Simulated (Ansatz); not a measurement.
One change: `C#[C][GeH2][NH2]` becomes `C#[C][GeH2][F]`.

Ansatz, PBE0-D4/def2-TZVP geometries, multiplicity 1. Each molecule was computed in one conformer, which needn't be the lowest.

Scalar relativity is left out up to krypton.

| property | `C#[C][GeH2][NH2]` |
| --- | --- |
| HOMO–LUMO gap (PBE/def2-TZVPP) / eV | 5.12 |
| size of the dipole moment (ωB97M-V/def2-TZVPP) / D | 1.10 |
| HOMO energy (B3LYP/def2-TZVPP) / eV | -7.31 |
| LUMO energy (PBE/def2-TZVPP) / eV | -1.01 |
| HOMO–LUMO gap (PBE0/def2-TZVPP) / eV | 7.45 |
| HOMO energy (PBE0/def2-TZVPP) / eV | -7.57 |

**Question.** What does the change do to each property? (Best estimate.)

**Answer.** The calculation gave: 
```
                                          property  `C#[C][GeH2][F]`  shift
               HOMO–LUMO gap (PBE/def2-TZVPP) / eV              5.59   0.47
size of the dipole moment (ωB97M-V/def2-TZVPP) / D              2.26   1.16
               HOMO energy (B3LYP/def2-TZVPP) / eV             -8.32  -1.01
                 LUMO energy (PBE/def2-TZVPP) / eV             -1.73  -0.72
              HOMO–LUMO gap (PBE0/def2-TZVPP) / eV              7.75   0.30
                HOMO energy (PBE0/def2-TZVPP) / eV             -8.57  -1.00
```

With PBE0 the HOMO falls by 1.00 eV and the LUMO falls by 0.69 eV, so the gap widens by about 0.31 eV. PBE moves the HOMO by -1.20 eV and ωB97M-V by -0.88 eV. The zero-point energy changes by -61.9 kJ/mol with -6 modes. Dipoles are sizes alone; their direction can turn.

B3LYP here is the variant with VWN-RPA as its local correlation; programs differ in this.
